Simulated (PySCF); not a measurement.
# Energy of Sc+ (scandium, charge +1) between two integer charges

The 4s alpha orbital of [Ar] 3d1 4s1 is emptied in steps (occupation f), with all orbitals relaxed, ending at [Ar] 3d1. All numbers are calculated (PySCF 2.14, the spin-free X2C one-electron Hamiltonian (Gaussian nucleus), in x2c-TZVPall (6s5p4d1f, 48 functions)). The exact energy is a straight line in f; departures are measured from the line between the end points of the same method.

```csv
f,UHF (eV)
1,0.000
0.75,0.013
0.5,0.017
0.25,0.013
0,0.000
```

Task: For UHF, how does the orbital energy at f = 1 compare with the removal energy?

Result: −ε = 12.302 eV against a total-energy difference of 12.228 eV. By Janak's theorem ε = ∂E/∂f, so the gap between them reflects the curvature. Along the path −ε is 12.262 (f = 0.75), 12.226 (f = 0.5), 12.193 (f = 0.25) eV.

Reference removal energy between the ground levels: 12.800 eV (measured; NIST Atomic Spectra Database, ionization energies). The calculation has no spin-orbit coupling. UHF lacks correlation.
